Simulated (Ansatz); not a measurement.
System: CBr2Cl2 (charge 0, singlet). SMILES: ClC(Br)(Cl)Br
Geometry: optimised at B3LYP-D3(BJ)/def2-TZVP (Ansatz, a first-principles code).

Wanted: atomisation energy (electronic, to ground-state atoms), in kcal/mol. Correlated levels leave the core frozen unless marked. UHF or UKS for open shells. Spin-orbit coupling is left out. The frozen core is the preceding noble-gas configuration, with the filled d and f shells of earlier blocks. No relativistic terms. The coupled-cluster limit lacks core correlation, which all-electron functionals hold. Basis-set limits of correlation are two-point, X^-3; Hartree-Fock from the larger set.

```
level                                        program  atomisation energy (kcal/mol)
------------------------------------  --------------  -----------------------------
PBE-D3(BJ)/def2-TZVPD                 Ansatz + dftd3                          313.7
revPBE-D4/def2-TZVPD                  Ansatz + dftd4                              …
HSE06-D3(BJ)/def2-TZVPD               Ansatz + dftd3                          297.8
B2PLYP-D3(BJ)/def2-TZVPD              Ansatz + dftd3                              …
CCSD/STO-3G                                   Ansatz                          257.6
CCSD(T)/CBS(def2-TZVPPD,def2-QZVPPD)          Ansatz                              …
```

Problem. Complete the blanks.

Solution. 
- revPBE-D4/def2-TZVPD, atomisation energy (kcal/mol): 300.9
- B2PLYP-D3(BJ)/def2-TZVPD, atomisation energy (kcal/mol): 283.8
- CCSD(T)/CBS(def2-TZVPPD,def2-QZVPPD), atomisation energy (kcal/mol): 287.6
